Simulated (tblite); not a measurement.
Species: C4H7F2OS (doublet state).
SMILES with atom numbers: `[CH3:1][CH2:2][O:3][C:4]([F:5])([F:6])[CH:7][SH:8]` (hydrogens: H9, H10, H11 on C1; H12, H13 on C2; H14 on C7; H15 on S8)

Computed with GFN2-xTB (tblite), gas phase: L-BFGS steps from a force-field or distance-geometry start until the largest atomic force falls under 0.01 eV/Å.

Step 59: E = -785.3318 eV
```
atom  x, y, z in Å  |  force x, y, z in eV/Å
C1     -2.4302   -0.3012    0.5217   -0.012   0.004  -0.022
C2     -1.2285    0.6134    0.3752   -0.047  -0.006   0.034
O3     -0.1964   -0.1292   -0.2985   -0.067   0.003   0.007
C4      1.0360    0.3736   -0.2538   -0.032   0.009  -0.055
F5      1.0522    1.7054   -0.7031   -0.014  -0.001   0.016
F6      1.4825    0.5398    1.0431    0.055   0.013   0.070
C7      1.9382   -0.4778   -1.0369    0.007  -0.007  -0.025
S8      3.6231   -0.5553   -0.8050    0.081   0.027  -0.055
H9     -3.2537    0.2409    0.9790    0.047   0.000   0.026
H10    -2.7451   -0.6581   -0.4546    0.017  -0.025  -0.005
H11    -2.1681   -1.1551    1.1423   -0.049   0.024  -0.039
H12    -1.4689    1.4994   -0.2250    0.013  -0.020   0.054
H13    -0.8647    0.9232    1.3606    0.012   0.059  -0.032
H14     1.5168   -1.0214   -1.8551    0.021  -0.080  -0.029
H15     3.7026    0.3313    0.1884   -0.032   0.000   0.055
```

Step 60: E = -785.3328 eV
```
atom  x, y, z in Å  |  force x, y, z in eV/Å
C1     -2.4313   -0.2999    0.5209   -0.012   0.005  -0.016
C2     -1.2293    0.6144    0.3754   -0.035  -0.004   0.023
O3     -0.1980   -0.1278   -0.2994   -0.065  -0.012  -0.006
C4      1.0356    0.3706   -0.2521   -0.003  -0.013  -0.036
F5      1.0603    1.7017   -0.6999   -0.023   0.011   0.014
F6      1.4797    0.5333    1.0471    0.052   0.017   0.060
C7      1.9379   -0.4855   -1.0310    0.005  -0.018  -0.050
S8      3.6261   -0.5446   -0.8136    0.058   0.033  -0.052
H9     -3.2548    0.2416    0.9778    0.036   0.011   0.030
H10    -2.7464   -0.6582   -0.4547    0.022  -0.020  -0.010
H11    -2.1700   -1.1530    1.1422   -0.042   0.010  -0.032
H12    -1.4687    1.5004   -0.2246    0.005  -0.009   0.052
H13    -0.8638    0.9237    1.3603    0.002   0.056  -0.029
H14     1.5195   -1.0251   -1.8540    0.017  -0.072  -0.014
H15     3.6989    0.3373    0.1838   -0.019   0.005   0.065
```

Problem. Estimate the geometry and energy of step 61. (The exact step hangs on the optimiser's Hessian estimate; all steps are aligned on step 60, rigid shifts and turns removed.)

Solution. E = -785.3350 eV, largest force 0.101 eV/Å
```
atom  x, y, z in Å  |  force x, y, z in eV/Å
C1     -2.4375   -0.2947    0.5171   -0.006   0.005   0.011
C2     -1.2336    0.6166    0.3732    0.022  -0.002  -0.021
O3     -0.2049   -0.1243   -0.3065    0.032  -0.019  -0.028
C4      1.0353    0.3560   -0.2421    0.069  -0.066   0.034
F5      1.0935    1.6912   -0.6746   -0.060  -0.026   0.040
F6      1.4692    0.4972    1.0694    0.008   0.022  -0.050
C7      1.9391   -0.5093   -1.0133   -0.004  -0.025  -0.096
S8      3.6379   -0.5007   -0.8503   -0.048   0.064  -0.016
H9     -3.2591    0.2491    0.9715   -0.004   0.045   0.037
H10    -2.7543   -0.6598   -0.4552    0.042   0.003  -0.025
H11    -2.1823   -1.1441    1.1438   -0.014  -0.030  -0.010
H12    -1.4679    1.5024   -0.2267   -0.032   0.036   0.036
H13    -0.8600    0.9267    1.3545   -0.034   0.039  -0.005
H14     1.5232   -1.0488   -1.8404    0.028  -0.039   0.045
H15     3.6971    0.3714    0.1577    0.002  -0.009   0.051
```

The energy changes by -0.0022 eV. The first-order estimate −F·Δx gives -0.0042 eV and the mean of the old and new forces, exact on a quadratic surface, -0.0020 eV. The step makes an angle of 80° with the force vector and moves no atom by more than 0.058 Å.

What follows is the cost of the whole relaxation. Time: 0.58 s of wall time. Hardware: an Arm Neoverse V2 with one thread, on a shared host.
